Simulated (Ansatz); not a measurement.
A structure relaxed at r2SCAN-D4/def2-SVP in Ansatz, charge 0, singlet:

```xyz
56

B    -0.705    0.332    2.379
B     0.843   -2.500    2.138
B    -2.381   -2.482    2.288
B    -2.455   -0.418   -0.256
B    -0.890   -3.243   -0.470
B     2.529    0.323    2.243
B     0.978    3.141    2.498
B    -0.789    2.371   -0.152
B     2.446    2.341   -0.262
B     0.776   -0.449   -0.387
B    -0.974   -1.180   -3.032
B     0.675    1.581   -2.929
B    -2.549    1.628   -2.814
P    -0.742   -1.570    2.845
P     0.936    1.238    2.950
P     2.440   -1.559    2.726
P    -0.815    0.472    0.407
P     0.721   -2.328    0.184
P    -2.404   -2.283    0.342
P    -2.488   -0.231   -2.206
P    -0.966   -3.020   -2.401
P     2.384    0.456    0.288
P     0.856    3.175    0.546
P    -0.905    2.419   -2.107
P     2.277    2.408   -2.198
P     0.638   -0.294   -2.342
H    -1.676    0.895    2.844
H     0.872   -3.672    2.454
H    -3.335   -1.886    2.752
H    -2.301   -3.664    2.572
H    -3.409    0.152    0.235
H    -0.861   -4.416   -0.157
H     3.564    0.833    2.622
H    -0.014    3.673    2.960
H     2.046    3.613    2.844
H    -1.759    2.914    0.338
H     3.481    2.853    0.115
H    -0.996   -1.123   -4.244
H     0.654    1.640   -4.141
H    -3.502    2.177   -2.293
H    -2.518    1.655   -4.031
H    -0.630   -1.673    4.261
H     1.033    1.110    4.364
H     2.576   -1.693    4.133
H     3.613   -2.244    2.304
H     1.856   -2.982   -0.383
H    -3.567   -2.933   -0.161
H    -3.650   -0.898   -2.686
H    -2.102   -3.700   -2.911
H     0.066   -3.766   -3.036
H     3.517   -0.203   -0.280
H     0.892    4.532    0.118
H    -0.854    3.783   -2.512
H     2.352    3.757   -2.633
H     3.443    1.888   -2.824
H     1.773   -0.951   -2.905
```

Q: Give its formula and point group.

A: B₁₃P₁₃H₃₀, a nanocrystal cut from zinc blende BP (hydrogen-capped). Point group C3v (tolerance 0.1 Å).

Q: Summarise the bond lengths by kind (pairs closer than 1.2 times the sum of covalent radii, bridged metal pairs left out).

A: 37 × B–P 1.94 to 2.00 Å; 15 × B–H 1.21 to 1.22 Å; 15 × H–P 1.42 to 1.43 Å.

Single mean-field runs in def2-SVP are fitted with def2-universal-jkfit.
